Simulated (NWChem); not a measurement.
System: CCl₂FNOSi; SMILES [Si](F)(Cl)(Cl)N=C=O

NWChem input:

```
start job
memory heap 200 mb stack 900 mb global 1100 mb
geometry units angstroms noautosym nocenter noautoz
  O     -0.001889     3.598465     0.195099
  C     -0.001623     2.449233     0.026827
  N     -0.001359     1.262357    -0.155136
  Si    -0.000021    -0.416681    -0.281223
  F     -0.000505    -0.813812    -1.833523
  Cl    -1.666734    -1.196063     0.573406
  Cl     1.668869    -1.193317     0.571668
end
basis spherical
  O library def2-svp
  C library def2-svp
  N library def2-svp
  Si library def2-svp
  F library def2-svp
  Cl library def2-svp
end
dft
  xc b3lyp
  iterations 150
  mulliken
end
task dft energy
esp
  recalculate
  probe 0.07
  range 0.3
  factor 1.0
  spacing 0.02
end
task esp
```

Excerpt of the output:

```
             Northwest Computational Chemistry Package (NWChem) 7.3.0
             --------------------------------------------------------

                             Geometry "geometry" -> ""
                             -------------------------

 Output coordinates in angstroms (scale by  1.889725989 to convert to a.u.)

  No.       Tag          Charge          X              Y              Z
 ---- ---------------- ---------- -------------- -------------- --------------
    1 O                    8.0000    -0.00188900     3.59846500     0.19509900
    2 C                    6.0000    -0.00162300     2.44923300     0.02682700
    3 N                    7.0000    -0.00135900     1.26235700    -0.15513600
    4 Si                  14.0000    -0.00002100    -0.41668100    -0.28122300
    5 F                    9.0000    -0.00050500    -0.81381200    -1.83352300
    6 Cl                  17.0000    -1.66673400    -1.19606300     0.57340600
    7 Cl                  17.0000     1.66886900    -1.19331700     0.57166800

 Effective nuclear repulsion energy (a.u.)     504.3819070626

                                 NWChem DFT Module
                                 -----------------

 Summary of "ao basis" -> "ao basis" (spherical)
 ------------------------------------------------------------------------------
       Tag                 Description            Shells   Functions and Types
 ---------------- ------------------------------  ------  ---------------------
 O                          def2-svp                 6       14   3s2p1d
 C                          def2-svp                 6       14   3s2p1d
 N                          def2-svp                 6       14   3s2p1d
 Si                         def2-svp                 8       18   4s3p1d
 F                          def2-svp                 6       14   3s2p1d
 Cl                         def2-svp                 8       18   4s3p1d

            General Information
            -------------------
          SCF calculation type: DFT
          Wavefunction type:  closed shell.
          No. of atoms     :     7
          No. of electrons :    78
           Alpha electrons :    39
            Beta electrons :    39
          Charge           :     0
          Spin multiplicity:     1
          Use of symmetry is: off; symmetry adaption is: off
          Maximum number of iterations: 150
          AO basis - number of functions:   110
                     number of shells:    48
          Convergence on energy requested:  1.00D-06
          Convergence on density requested:  1.00D-05
          Convergence on gradient requested:  5.00D-04

              XC Information
              --------------
                         B3LYP Method XC Potential
                     Hartree-Fock (Exact) Exchange  0.200
                        Slater Exchange Functional  0.800 local
                    Becke 1988 Exchange Functional  0.720 non-local
              Lee-Yang-Parr Correlation Functional  0.810
                  VWN I RPA Correlation Functional  0.190 local

             Grid Information
             ----------------
          Grid used for XC integration:  medium
          Radial quadrature: Mura-Knowles
          Angular quadrature: Lebedev.
          Tag              B.-S. Rad. Rad. Pts. Rad. Cut. Ang. Pts.
          ---              ---------- --------- --------- ---------
          O                   0.60       49          12.0       434
          C                   0.70       49          10.0       434
          N                   0.65       49           8.0       434
          Si                  1.10       88           9.0       590
          F                   0.50       49          11.0       434
          Cl                  1.00       88          11.0       590
          Grid pruning is: on
          Number of quadrature shells:   460
          Spatial weights used:  Erf1

      Superposition of Atomic Density Guess
      -------------------------------------

 Sum of atomic energies:       -1473.23824010

      Non-variational initial energy
      ------------------------------

[...]

                     NWChem Electrostatic Potential Fit Module
                     -----------------------------------------

 Atom parameters

 Number of atoms is                                    7
 Number of basis functions is                        110

 Grid parameters

 Maximum number of grid points is                  35746
 Number of grid points is                          35745
 Grid range                                     0.300000 nm
 Grid spacing                                   0.020000 nm
 Probe radius                                   0.070000 nm
 Atom radius factor                             1.000000

 Atomic radii

    6    0.147000
    7    0.140000
    8    0.136000
    9    0.128000
   14    0.187000
   17    0.169000
 FASTESP  F
  using M.O. file = ./job.movecs

    Atom              Coordinates                           Charge

                                                  ESP

    1 O    -0.000189    0.359847    0.019510   -0.344596
    2 C    -0.000162    0.244923    0.002683    0.610101
    3 N    -0.000136    0.126236   -0.015514   -0.420504
    4 Si   -0.000002   -0.041668   -0.028122    0.681586
    5 F    -0.000051   -0.081381   -0.183352   -0.238407
    6 Cl   -0.166673   -0.119606    0.057341   -0.143882
    7 Cl    0.166887   -0.119332    0.057167   -0.144298
                                            ------------
                                                0.000000

 Dipole moment                                  0.184069

 Quadrupole moment Qxx                          3.964317
                   Qyy                         -7.601461
                   Qzz                          3.637144

 RMS deviation kJ/mol                           0.060617

 RRMS %                                        33.902643
```

Level: B3LYP/def2-SVP. All runs use the structure optimised with PBE0/def2-SVP. B3LYP is NWChem's, with the RPA form of VWN correlation.
